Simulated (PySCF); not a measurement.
## Structure elucidation problem

An unknown has the formula C$_{4}$H$_{8}$O$_{3}$Si$_{2}$. Its calculated NMR data are:

¹H NMR (300 MHz, computed): δ 9.86 (s, 1H), 4.95 (s, 3H), 4.41 (q, 1H), 3.97 (d, 3H).

¹³C{¹H} NMR (computed): δ 205.9 (C), 186.0 (CH), 64.0 (C), 62.7 (CH).

[PySCF: coordinates at the GFN2-xTB level; GIAO PBE0/pcSseg-1 shieldings; fast rotation and ring inversion assumed for equivalent nuclei; no solvent model; non-relativistic; one conformer]

Shifts are taken against calculated references (same method and geometry level): ¹H (σref 31.72), ¹³C (σref 186.93) against TMS.

**Question.** Which of these isomers gave the spectra?
A. O=C=C(C=O)[C@@H]([SiH3])O[SiH3]
B. C=C[C@@H]1[SiH2]O[SiH2]OC1=O
C. C=C[C@H]1O[SiH2][SiH2]OC1=O

**Answer.** A. 

1. Rings plus π bonds: 3 (no ring in the answer).
2. 4 carbon signals for 4 carbons: no two carbons are equivalent.
3. Carbon types of the structure: 2 × C, 2 × CH, leaving 6 H on heteroatoms.
4. δC 205.9: central carbon of a ketene.
5. δC 186.0: aldehyde carbonyl carbon; the double bond to the heteroatom, with no lone-pair donor beside it, deshields it most.
6. δC 64.0: terminal carbon of a ketene.
7. δC 62.7: allylic sp3 CH bonded to O and Si; deshielded by the electronegative neighbour.
8. δH 9.86: hydrogen on an aldehyde carbonyl carbon; deshielded by the polar, anisotropic C=O bond.

The others: C=C[C@@H]1[SiH2]O[SiH2]OC1=O would give 8 signals for carbon-bound and other non-exchanging H, not 4; C=C[C@H]1O[SiH2][SiH2]OC1=O would give 8 signals for carbon-bound and other non-exchanging H, not 4.

Shifts are as computed. Against solution values, carbons near 30 ppm lie about +3 ppm off and those near 130 ppm about +5 ppm. Of 1211 compounds with measured shifts, 218 miss one by over three times the rms of a fit or turn the order of signals round; such compounds aren't used in these exercises. No couplings were computed; multiplicities are counted from neighbouring protons, with m where these are inequivalent, close in shift, in a saturated or five-membered ring or joined by F or P, and br s for small geminal =CH2 splittings.
